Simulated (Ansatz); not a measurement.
CCl3NSn (`N#[C][Sn]([Cl])([Cl])[Cl]`), relaxed with RKS PBE0-D4/def2-TZVP in the Gaussian-basis code of Ansatz from a PBE-D4/def2-SVP geometry. The force threshold is 0.005 eV/Å; the program also tests the step.

Charge 0, multiplicity 1. Sn takes the def2 core potential.

Start:

```xyz
6

N    -1.878    1.194    1.642
C    -1.084    0.681    0.947
Sn    0.355   -0.228   -0.312
Cl    2.484    0.217    0.540
Cl    0.148    0.667   -2.460
Cl   -0.025   -2.532   -0.357
```

Q: By how much does the energy fall, and how many steps does the optimiser take? (An estimate is asked.)

A: The calculation gave: 10.24 kJ/mol, in 3 steps.

Q: Which bonds change most? (An estimate is asked.)

A: The calculation gave: Sn3–Cl5 from 2.336 to 2.283 Å; Sn3–Cl6 from 2.336 to 2.283 Å; Sn3–Cl4 from 2.336 to 2.283 Å; C2–Sn3 from 2.117 to 2.088 Å.

Q: Give the relaxed structure. (Estimate.)

A: Ansatz gave: 
```xyz
6

N    -1.850    1.172    1.616
C    -1.068    0.673    0.933
Sn    0.352   -0.223   -0.307
Cl    2.435    0.208    0.521
Cl    0.151    0.646   -2.409
Cl   -0.020   -2.475   -0.354
```
